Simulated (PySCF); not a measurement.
C$_{3}$H$_{3}$, charge -1, singlet, at a GFN2-xTB geometry (in this run its highest filled SCF level lies above zero, so its values depend strongly on the basis, on diffuse functions most of all); DF-CAMB3LYP/6-311++G** run with PySCF.

Input for PySCF:
```python
from pyscf import gto, scf, dft
import numpy

mol = gto.Mole()
mol.atom = '''
    C     0.127599    0.002351    0.979809
    C     0.049146   -0.650135   -0.428757
    C     0.030200    0.650860   -0.429411
    H    -1.005144   -0.013916    1.436906
    H    -0.096327   -1.508647   -1.082620
    H    -0.140201    1.504114   -1.084134
'''
mol.basis = '6-311++g**'
mol.charge = -1
mol.spin = 0
mol.verbose = 4
mol.build()
print('smallest overlap eigenvalue', numpy.linalg.eigvalsh(mol.intor('int1e_ovlp'))[0])

mf = dft.RKS(mol)
mf.xc = 'camb3lyp'
mf = mf.density_fit(auxbasis='def2-universal-jkfit')
mf.kernel()
```

Task: What does PySCF print? Leave out banner, timings and long lists.

Result: 
```
PySCF version 2.14.0

[INPUT] verbose = 4
[INPUT] num. atoms = 6
[INPUT] num. electrons = 22
[INPUT] charge = -1
[INPUT] spin (= nelec alpha-beta = 2S) = 0
[INPUT] symmetry False subgroup None
[INPUT] Mole.unit = angstrom
[INPUT] Symbol           X                Y                Z      unit          X                Y                Z       unit  Magmom
[INPUT]  1 C      0.127599000000   0.002351000000   0.979809000000 AA    0.241127163768   0.004442746119   1.851570664384 Bohr   0.0
[INPUT]  2 C      0.049146000000  -0.650135000000  -0.428757000000 AA    0.092872480118  -1.228577093994  -0.810233303990 Bohr   0.0
[INPUT]  3 C      0.030200000000   0.650860000000  -0.429411000000 AA    0.057069728962   1.229947145434  -0.811469184876 Bohr   0.0
[INPUT]  4 H     -1.005144000000  -0.013916000000   1.436906000000 AA   -1.899446875750  -0.026297428749   2.715358806744 Bohr   0.0
[INPUT]  5 H     -0.096327000000  -1.508647000000  -1.082620000000 AA   -0.182031648401  -2.850929648647  -2.045855296977 Bohr   0.0
[INPUT]  6 H     -0.140201000000   1.504114000000  -1.084134000000 AA   -0.264941492390   2.842363520124  -2.048716342329 Bohr   0.0

nuclear repulsion = 56.2305013282327
number of shells = 45
number of NR pGTOs = 132
number of NR cGTOs = 87
basis = 6-311++g**
ecp = {}
smallest overlap eigenvalue 4.642705857887458e-05

******** <class 'pyscf.df.df_jk.DFRKS'> ********
method = DFRKS
initial guess = minao
damping factor = 0
level_shift factor = 0
DIIS = <class 'pyscf.scf.diis.CDIIS'>
diis_start_cycle = 1
diis_space = 8
diis_damp = 0
SCF conv_tol = 1e-09
SCF conv_tol_grad = None
SCF max_cycles = 50
direct_scf = False
XC library pyscf.dft.libxc version 7.1.2
    S. Lehtola, C. Steigemann, M. J. T. Oliveira, and M. A. L. Marques,  SoftwareX 7, 1–5 (2018)
XC functionals = camb3lyp
    T. Yanai, D. P. Tew, and N. C. Handy,  Chem. Phys. Lett. 393, 51 (2004)
radial grids:
    Treutler-Ahlrichs [JCP 102, 346 (1995); DOI:10.1063/1.469408] (M4) radial grids

becke partition: Becke, JCP 88, 2547 (1988); DOI:10.1063/1.454033
pruning grids: <function nwchem_prune>
grids dens level: 3
symmetrized grids: False
atomic radii adjust function: <function treutler_atomic_radii_adjust>
small_rho_cutoff = 0
Set gradient conv threshold to 3.16228e-05
Initial guess from minao.
tot grids = 71784
******** <class 'pyscf.df.df.DF'> ********
auxbasis = def2-universal-jkfit
Create RSH-DF object <pyscf.df.df.DF object> for omega=0.33
******** <class 'pyscf.df.df.DF'> ********
auxbasis = auxmol.basis = def2-universal-jkfit
init E= -116.185583931167
  HOMO = -0.175413247235625  LUMO = -0.0387646238015726  gap/eV = 3.71840
cycle= 1 E= -115.806933828446  delta_E= 0.379  |g|= 0.465  |ddm|= 2.19
  HOMO = 0.136987499650917  LUMO = 0.142023146201051  gap/eV = 0.13703
cycle= 2 E= -115.169680107139  delta_E= 0.637  |g|= 1.18  |ddm|=  118
  HOMO = 0.00506177022381493  LUMO = 0.121507974935378  gap/eV = 3.16866
cycle= 3 E= -115.873863876835  delta_E= -0.704  |g|= 0.191  |ddm|=  118
  HOMO = 0.0179113206969532  LUMO = 0.127418270957546  gap/eV = 2.97984
cycle= 4 E= -115.884759057906  delta_E= -0.0109  |g|= 0.0826  |ddm|= 0.546
  HOMO = 0.0227035650009064  LUMO = 0.134245779585777  gap/eV = 3.03522
cycle= 5 E= -115.887270599479  delta_E= -0.00251  |g|= 0.0147  |ddm|= 0.56
  HOMO = 0.0215351241526065  LUMO = 0.13601061920106  gap/eV = 3.11504
cycle= 6 E= -115.887420194258  delta_E= -0.00015  |g|= 0.00316  |ddm|= 0.391
  HOMO = 0.0210671229574793  LUMO = 0.136192753717605  gap/eV = 3.13273
cycle= 7 E= -115.887446817084  delta_E= -2.66e-05  |g|= 0.00181  |ddm|= 0.188
  HOMO = 0.0208757316683261  LUMO = 0.136241857463669  gap/eV = 3.13927
cycle= 8 E= -115.887460234622  delta_E= -1.34e-05  |g|= 0.000764  |ddm|= 0.14
  HOMO = 0.0207903495719641  LUMO = 0.136237687151345  gap/eV = 3.14148
cycle= 9 E= -115.887464343846  delta_E= -4.11e-06  |g|= 0.000251  |ddm|= 0.094
  HOMO = 0.0208032667027283  LUMO = 0.136230794700495  gap/eV = 3.14094
cycle= 10 E= -115.887464690932  delta_E= -3.47e-07  |g|= 0.000122  |ddm|= 0.0333
  HOMO = 0.0208306326331744  LUMO = 0.136233040000137  gap/eV = 3.14026
cycle= 11 E= -115.887464706743  delta_E= -1.58e-08  |g|= 2.26e-05  |ddm|= 0.00874
  HOMO = 0.0208315140098669  LUMO = 0.136236852289325  gap/eV = 3.14034
cycle= 12 E= -115.887464708865  delta_E= -2.12e-09  |g|= 1.11e-05  |ddm|= 0.00257
  HOMO = 0.0208308006185902  LUMO = 0.136236946703296  gap/eV = 3.14036
cycle= 13 E= -115.887464709293  delta_E= -4.28e-10  |g|= 9.14e-06  |ddm|= 0.000895
  HOMO = 0.0208311501679326  LUMO = 0.136236644135327  gap/eV = 3.14034
Extra cycle  E= -115.88746470937  delta_E= -7.67e-11  |g|= 1.17e-05  |ddm|= 0.000344
converged SCF energy = -115.88746470937
```
